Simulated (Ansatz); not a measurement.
Reaction (ligand exchange at a B–S bond): `BSBS` + `N[SiH3]` → `[SiH3]NBS` + `BS`

Isolated molecules relaxed with PBE0-D4/def2-TZVP in Ansatz; ΔE leaves out vibrations. CBS: MP2 limit from def2 TZ/QZ plus the TZ coupled-cluster correction, frozen cores. This one scheme is used for every species. DFT in def2-TZVPP. One conformer a species, not always the lowest.

`BSBS`:

Cartesian coordinates in Å:
```
B 0.847 -1.385 1.057
S -0.679 -0.463 1.010
B -0.444 0.619 -0.428
S -1.767 1.736 -0.843
H 1.699 -1.192 0.248
H 0.957 -2.188 1.931
H 0.559 0.577 -1.065
H -1.174 2.296 -1.909
```

`N[SiH3]`:

Cartesian coordinates in Å:
```
N 0.191 0.927 -0.492
Si -0.120 -0.616 0.201
H 1.101 1.346 -0.385
H -0.528 1.632 -0.481
H 0.985 -1.526 -0.196
H -0.215 -0.657 1.691
H -1.415 -1.105 -0.338
```

`[SiH3]NBS`:

Z-matrix (Å, degrees):
```
Si
N 1 1.741
H 1 1.487 2 110.5
H 1 1.480 2 107.5 3 120.4
H 1 1.487 2 110.6 3 -119.2
B 2 1.405 1 126.0 3 -120.8
H 2 1.012 1 116.6 3 59.2
S 6 1.812 2 120.2 1 -179.9
H 6 1.194 2 120.1 1 0.1
H 8 1.340 6 96.5 2 -180.0
```

`BS`:

Z-matrix (Å, degrees):
```
B
S 1 1.765
H 1 1.192 2 115.8
H 1 1.190 2 121.4 3 -180.0
H 2 1.344 1 99.2 3 180.0
```

Question: Is it downhill or uphill in electronic energy at CCSD(T)/CBS, and by how much? (Best estimate.)

Answer: Ansatz gave: Downhill: ΔE = -58.6 kJ/mol.

Question: What do these levels give: BLYP-D4, revPBE, r2SCAN, RPA@PBE/def2-TZVPP, CCSD(T)/def2-TZVPP, MP2/CBS(def2)? (An estimate is asked.)

Answer: Ansatz gave: BLYP-D4 -62.0, revPBE -54.7, r2SCAN -58.8, RPA@PBE/def2-TZVPP -63.3, CCSD(T)/def2-TZVPP -61.9, MP2/CBS(def2) -53.9 kJ/mol.

Question: What do rigid-rotor, harmonic-oscillator terms from PBE0-D4/def2-TZVP frequencies (298.15 K, 1 bar) make of the CCSD(T)/CBS value? (Best estimate.)

Answer: Ansatz gave: ΔZPE = -1.9 kJ/mol, ΔH = -61.1 kJ/mol, ΔS = -3 J/(mol·K), ΔG = -60.3 kJ/mol.

Largest T1 diagnostic among the species: 0.015.

At CCSD(T), def2-SVP lies −16.3 kJ/mol from the extrapolated value and def2-TZVPP −3.4 kJ/mol. Leaving LDA and LC-ωPBE aside and taking each functional with its dispersion term where it has one, the values, not all of them listed here, spread over 11.8 kJ/mol, from CAM-B3LYP-D4 to revPBE-D4. LDA lies −6.5 kJ/mol from PBE without D4. In def2-TZVPP, CCSD(T) changes the Hartree–Fock value by +4.9 kJ/mol (the triples alone add +1.8 kJ/mol) and MP2 by +9.5 kJ/mol.
